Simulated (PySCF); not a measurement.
SiFCl₂Br, SMILES F[Si](Cl)(Cl)Br. The structure is a stationary point at PBE-D3(BJ)/def2-SVP.

Computed equilibrium geometry at PBE-D3(BJ)/def2-SVP (PySCF confirms it by a frequency run) as bond lengths and angles, and its point group:
point group Cs.
Atoms: F1 Si2 Cl3 Cl4 Br5. Bonded distances (Å): F1–Si2 1.621, Si2–Cl3 2.046, Si2–Cl4 2.046, Si2–Br5 2.202. Bond angles (°): F1–Si2–Cl3 108.1, F1–Si2–Cl4 108.1, F1–Si2–Br5 108.5, Cl3–Si2–Cl4 110.3, Cl3–Si2–Br5 110.8, Cl4–Si2–Br5 110.8.
Charge 0, spin multiplicity 1.
